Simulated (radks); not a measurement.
Cd, configuration [Kr] 4d9.5 5s2 5p0.5 (fractional occupations, a model configuration).

Calculated with a radial shooting solver on a logarithmic mesh with Libxc functionals: scalar-relativistic Kohn-Sham, r2SCAN, spin-unpolarised, spherical densities, finite nucleus; meta-GGA in the generalised Kohn-Sham scheme; Fermi nuclear charge, rms radius 4.6087 fm.

Energy parts (hartree):
part                        energy
total                  -5595.07825
kinetic                 5822.15864
electron-nucleus      -13522.08554
Hartree                 2259.50878
exchange-correlation    -154.66013

Orbitals (lengths in bohr, moments of r in powers of bohr; r(max) is where P^2 peaks; r(90%) holds 90 % of the orbital's charge):
\begin{tabular}{lrrrrrr}
orbital & occ. & eigenvalue (hartree) & <r^4> & r(max) & <r^2> & r(90%) \\ \hline
1s & 2 & -976.7844 & 4.073e-06 & 0.01968 & 0.001250 & 0.0546 \\
2s & 2 & -145.6669 & 0.0007176 & 0.1112 & 0.02042 & 0.203 \\
2p & 6 & -130.6123 & 0.0005160 & 0.08901 & 0.01611 & 0.187 \\
3s & 2 & -27.47848 & 0.03272 & 0.3234 & 0.1462 & 0.526 \\
3p & 6 & -22.50130 & 0.03498 & 0.3168 & 0.1476 & 0.536 \\
3d & 10 & -14.73023 & 0.03314 & 0.2663 & 0.1333 & 0.528 \\
4s & 2 & -4.12764 & 1.155 & 0.7965 & 0.8773 & 1.28 \\
4p & 6 & -2.65869 & 1.745 & 0.8456 & 1.053 & 1.42 \\
4d & 9.5 & -0.55334 & 7.508 & 0.9748 & 1.915 & 1.99 \\
5s & 2 & -0.26128 & 134.9 & 2.286 & 8.976 & 4.21 \\
5p & 0.5 & -0.06557 & 716.9 & 3.026 & 19.09 & 6.32 \\
\end{tabular}

The highest occupied level is 5p at -1.784 eV. The density falls to 0.001 e/bohr^3 at r = 4.55 bohr.
